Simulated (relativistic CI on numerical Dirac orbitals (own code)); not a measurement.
Electric-dipole lines of Lu59+

Calculated at this level of theory: Dirac-Coulomb-Breit CI, orbitals from a KLI potential per configuration, a model potential for QED, unscaled Slater integrals (own radial code, finite nucleus).

Configurations in the expansion (outside the closed core [Ne]): 3s², 3s3p, 3p², 3s3d, 3d², 3p3d, 3p4s, 3d4s, 3s4s, 3s4p, 3s4d, 3s4f, 3s5s, 3s5p, 3s5d, 4s². Levels of other configurations are missing.

| λ vac (nm) | Lower | Upper | A (s⁻¹) | log gf | S velocity/length |
| --- | --- | --- | --- | --- | --- |
| 0.31842 | 3s3p ³P°2 [5] | 3s5d ³D3 [66] | 5.08e+13 | -0.27 | 0.96 |
| 0.40081 | 3s² ¹S0 [1] | 3s4p ¹P°1 [43] | 3.78e+13 | -0.56 | 0.99 |
| 0.40933 | 3s3p ³P°0 [2] | 3s4d ³D1 [44] | 5.02e+13 | -0.42 | 0.97 |
| 0.41120 | 3s3p ³P°1 [3] | 3s4d ³D2 [45] | 7.29e+13 | -0.03 | 0.98 |
| 0.45001 | 3s3p ³P°2 [5] | 3s4d ³D3 [46] | 9.57e+13 | 0.31 | 0.98 |
| 0.45564 | 3s3p ¹P°1 [6] | 3s4d ¹D2 [47] | 8.53e+13 | 0.12 | 0.98 |
| 0.47789 | 3s3d ³D1 [9] | 3s4f ³F°2 [48] | 1.68e+14 | 0.46 | 0.98 |
| 0.47960 | 3s3d ³D2 [10] | 3s4f ³F°3 [49] | 1.61e+14 | 0.59 | 0.98 |
| 0.48847 | 3s3d ³D3 [11] | 3s4f ³F°4 [50] | 1.95e+14 | 0.80 | 0.98 |
| 0.49041 | 3s3d ¹D2 [12] | 3s4f ¹F°3 [51] | 1.78e+14 | 0.65 | 0.98 |
| 0.99866 | 3s4p ³P°2 [42] | 3s5d ³D3 [66] | 1.78e+13 | 0.27 | 1.00 |
| 2.4607 | 3s3p ³P°1 [3] | 3s3d ³D2 [10] | 1.88e+12 | -0.07 | 1.02 |
| 2.4853 | 3p² ³P0 [4] | 3p3d ³D°1 [14] | 1.52e+12 | -0.37 | 1.03 |
| 2.5852 | 3s3p ³P°2 [5] | 3p² ³P2 [17] | 1.29e+12 | -0.19 | 0.99 |
| 2.6394 | 3s² ¹S0 [1] | 3s3p ¹P°1 [6] | 1.85e+12 | -0.24 | 1.01 |
| 2.7258 | 3s3d ³D2 [10] | 3p3d ³F°3 [21] | 1.76e+12 | 0.14 | 1.02 |
| 2.7850 | 3s3d ³D3 [11] | 3p3d ³F°4 [23] | 1.13e+12 | 0.07 | 1.01 |
| 2.7954 | 3s3p ¹P°1 [6] | 3p² ³P2 [17] | 1.33e+12 | -0.11 | 1.00 |
| 4.5506 | 3s3p ³P°2 [5] | 3s3d ³D3 [11] | 2.14e+11 | -0.33 | 1.06 |
| 4.6220 | 3p² ³P2 [17] | 3p3d ³D°3 [25] | 3.89e+11 | -0.06 | 1.09 |

Terms are leading LS components. Brackets give the number of a level in order of energy, since labels repeat. The list gives strong lines, with weight on those to low levels. Levels whose partners in the same complex of configurations lie outside the list can be far off, and so can their lines. Rates are taken at the computed energies, electric ones in the length gauge. A velocity-to-length ratio far from 1 marks an uncertain rate.

At this charge energies of transitions that change n are usually good to better than 1 %, and those within a shell (Δn = 0) to a few per cent.

(1) From the table, what is the radiative lifetime of 3s5d ³D3?

Answers

(1) The listed rates from this level add up to about 6.86e+13 s⁻¹, 98 % of its decay; with all channels τ = 1.44e-14 s.

LS names give the leading component of a level, which can be under half, so a name can repeat, a term be missing and a line seem to break the LS rules.
